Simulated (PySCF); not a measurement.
## Dipole moment and polarisability of `[SiH3]C([SiH3])[SiH2]Cl`

CH₉ClSi₃.
Geometry (PBE0-D3(BJ)/def2-SVP, Å), atoms numbered from 1 in this order:
```
atom  x, y, z in Å
Si1   -2.8928   -1.6439   -1.7702
C2    -1.1703   -2.1531   -2.3675
Si3    0.1738   -1.1406   -1.5076
Si4   -0.8269   -3.9761   -2.1547
Cl5   -2.5347   -5.0866   -2.5638
H6    -3.9388   -2.0544   -2.7502
H7    -2.9405   -0.1564   -1.6114
H8    -3.1690   -2.2677   -0.4416
H9    -1.1181   -1.9275   -3.4488
H10   -0.0711   -1.1375   -0.0333
H11    0.1658    0.2645   -2.0116
H12    1.5236   -1.7388   -1.7570
H13    0.2435   -4.4344   -3.0837
H14   -0.4399   -4.2661   -0.7447
```

Level: B3LYP/def2-SVPD (PySCF), static field, nuclei fixed, core orbitals frozen in the response. The polarisability tensor in these axes (au):

```
x   115.08   5.89   2.82
y     5.89 117.22   6.37
z     2.82   6.37  90.92
```

Task: Give the principal values, the mean and the anisotropy Δα = √{½[(α1 − α2)² + (α2 − α3)² + (α1 − α3)²]}.

Result: Principal values 89.38, 110.33 and 123.52 au; mean 107.74 au = 15.97 Å³ = 17.76 × 10⁻⁴⁰ C²·m²/J; Δα = 29.82 au (28 % of the mean).

Task: What is the dipole moment, and where does it point?

Result: (1.02, 1.13, -0.35) D, 1.57 D in size, pointing from the negative to the positive side. Measured along this direction, the outermost atoms are Cl5 at the negative end and H11 at the positive end.

Task: What depolarisation ratio follows for Rayleigh scattering of linearly polarised light, taking the static tensor?

Result: ρ = 3Δα²/(45ᾱ² + 4Δα²) = 2668.3/(522380 + 3557.7) = 0.00507.

Task: Along which axes do the principal values lie, and how far do the nuclei extend along each?

Result: Largest value along (0.60, 0.77, 0.20), where the nuclei span 5.87 Å; middle along (0.79, -0.60, -0.08), 5.23 Å; least along (-0.06, -0.21, 0.98), 3.13 Å. The response follows the extents in order.

Task: What molar refraction does this α imply?

Result: Lorentz–Lorenz: R = (4π/3)N_A α = 2.5225 cm³/(mol·Å³) × 15.97 Å³ = 40.3 cm³/mol, in the limit of long wavelengths.

Task: Traceless (Buckingham) quadrupole moment about the centre of nuclear charge: eigenvalues?

Result: -4.98, 1.63, 3.36 D·Å. The values depend on the origin, since the dipole doesn't vanish. The electronic extent ⟨r²⟩ about the same centre is 1353 bohr², a root-mean-square distance of 2.26 Å for the 74 electrons.

Task: Refractivity n − 1 of an ideal gas of it at 298.15 K and 1 atm, from the electronic α?

Result: N = p/kT = 2.4615 × 10¹⁹ cm⁻³, so n − 1 = 2π × N × 15.97 × 10⁻²⁴ cm³ = 2469 × 10⁻⁶ at long wavelengths, for an ideal gas.

The structure is a single PBE0-D3(BJ)/def2-SVP conformer in the gas phase; no vibrational or solvent corrections.

The run behind these numbers computed excited states and ΔSCF ions as well. The run took 3.1 min on one thread, Arm Neoverse V1 (aarch64) (shared host), and the process peaked at 0.91 GiB of memory.
